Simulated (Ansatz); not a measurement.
`NB(F)Br` + H₂Se → `NB(F)[SeH]` + HBr  (ligand exchange at a B–Br bond)

Computed with Ansatz on PBE0-D4/def2-TZVP structures; ΔE is electronic, products minus reactants. CCSD(T)/CBS adds triple-zeta CCSD(T) − MP2 to the extrapolated MP2 energy (def2 sets, frozen cores). DFT in def2-TZVPP. B3LYP here is the variant with VWN-RPA as its local correlation; programs differ in this. For Br, Se outer-core shells are correlated without core-valence functions, which leaves a few kJ/mol of doubt a bond. Scalar relativity is left out up to krypton. Each species was taken in one conformer, which may not be the lowest.

```json
{"level": "r2SCAN-D4", "ΔE (kJ/mol)": "24.5", "difference from CCSD(T)/CBS": "0.8"}
{"level": "B3LYP-D4", "ΔE (kJ/mol)": "24.7", "difference from CCSD(T)/CBS": "1.0"}
{"level": "r2SCAN0-D4", "ΔE (kJ/mol)": "25.1", "difference from CCSD(T)/CBS": "1.4"}
{"level": "CAM-B3LYP-D4", "ΔE (kJ/mol)": "25.3", "difference from CCSD(T)/CBS": "1.6"}
{"level": "ωB97M-V", "ΔE (kJ/mol)": "26.2", "difference from CCSD(T)/CBS": "2.5"}
{"level": "revPBE", "ΔE (kJ/mol)": "23.8", "difference from CCSD(T)/CBS": "0.1"}
{"level": "r2SCANh", "ΔE (kJ/mol)": "25.0", "difference from CCSD(T)/CBS": "1.3"}
{"level": "CCSD/def2-TZVPP", "ΔE (kJ/mol)": "24.5", "difference from CCSD(T)/CBS": "0.8"}
{"level": "SCS-MP2/def2-QZVPP", "ΔE (kJ/mol)": "24.9", "difference from CCSD(T)/CBS": "1.2"}
{"level": "HF/CBS(def2)", "ΔE (kJ/mol)": "30.7", "difference from CCSD(T)/CBS": "7.0"}
{"level": "CCSD(T)/CBS", "ΔE (kJ/mol)": "23.7", "difference from CCSD(T)/CBS": "0"}
```

Largest T1 diagnostic among the species: 0.011.

Leaving LDA and LC-ωPBE aside and taking each functional with its dispersion term where it has one, the values, not all of them listed here, spread over 4.7 kJ/mol, from revPBE-D4 to B97M-V. In def2-TZVPP, CCSD(T) changes the Hartree–Fock value by −6.9 kJ/mol (the triples alone add −0.8 kJ/mol) and MP2 by −6.7 kJ/mol.
